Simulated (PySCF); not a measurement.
Isomers of C3H8O2SSi. Method: PySCF 2.14.0, PBE0-D3(BJ)/def2-SVP geometry optimisation, gas phase. One conformer each; no zero-point energy, no entropy. No frequencies were run at this level. Point groups hold within 0.08 Å.

Question: Order them by energy at this level, lowest first, and give relative energies in kcal/mol.
A. `[CH3:1][S:2][SiH2:3][O:4][C:5]([CH3:6])=[O:7]` with C1–S2–Si3–O4 177°, S2–Si3–O4–C5 -179°, Si3–O4–C5–C6 180°
B. `[CH3:1][O:2][C:3](=[O:4])[SiH2:5][S:6][CH3:7]` with C1–O2–C3–O4 0°, O2–C3–Si5–S6 122°, C3–Si5–S6–C7 62°

Answer: A (0.0), B (34.4).

As drawn, the lower has an Si–O bond, which the higher lacks; the higher has an Si–C bond, which the lower lacks.

```tsv
SMILES	E (Eh)	E rel (kcal/mol)	dipole (D)	point group	A, B, C (MHz)
CS[SiH2]OC(C)=O	-956.37656	0.0	0.78	near Cs	5655, 791.1, 706.3
COC(=O)[SiH2]SC	-956.32173	34.4	1.37	C1	3561, 947.7, 840.3
```

Question: How do the relative energies change in single points at PBE0/pcSseg-1 (no added dispersion term) on the same geometries?

Answer: 
```
         SMILES  PBE0-D3(BJ)/def2-SVP (kcal/mol)  PBE0/pcSseg-1 (kcal/mol)  shift
CS[SiH2]OC(C)=O                              0.0                       0.0    0.0
COC(=O)[SiH2]SC                             34.4                      33.8   -0.6
```

Each column counts from its own lowest isomer. The order is unchanged; the largest shift is 0.6 kcal/mol.
